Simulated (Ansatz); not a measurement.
Ca₂F₄⁺. The state is a doublet with charge 1. Geometry PBE-D4/def2-SVP, that of the neutral singlet; atoms count from 1.

```xyz
6

Ca    1.370    0.917   -0.309
Ca   -1.371   -0.916    0.306
F    -0.573    1.072    0.643
F     0.572   -1.071   -0.645
F    -3.002   -1.986    0.635
F     3.004    1.984   -0.630
```

The structure comes from a short search, and lower isomers may exist.

(1) Estimate the Mulliken populations from the PBE0/def2-TZVP orbitals of Ansatz.

(2) Where does the spin sit?

(3) And the Mayer bond orders between bonded heavy atoms (over 0.3)?

## Answers

(1) 
| atom | charge (e) | spin (α − β) |
| --- | --- | --- |
| Ca1 | 1.51 | -0.02 |
| Ca2 | 1.51 | -0.02 |
| F3 | -0.69 | 0.03 |
| F4 | -0.69 | 0.03 |
| F5 | -0.32 | 0.49 |
| F6 | -0.32 | 0.49 |
Mulliken values and Mayer orders depend strongly on the basis.

(2) Summed by element: Ca -0.04, F 1.04, of 1 unpaired in all. Largest on single atoms: F5 0.49, F6 0.49, F4 0.03.

(3) Ca1–F6 0.35 (1.98 Å); Ca2–F5 0.35 (1.98 Å). Values over 0.3 also appear between atoms too far apart for a bond (F5–F6 0.42 at 7.31 Å); they arise where an orbital or an unpaired electron spreads over both atoms.
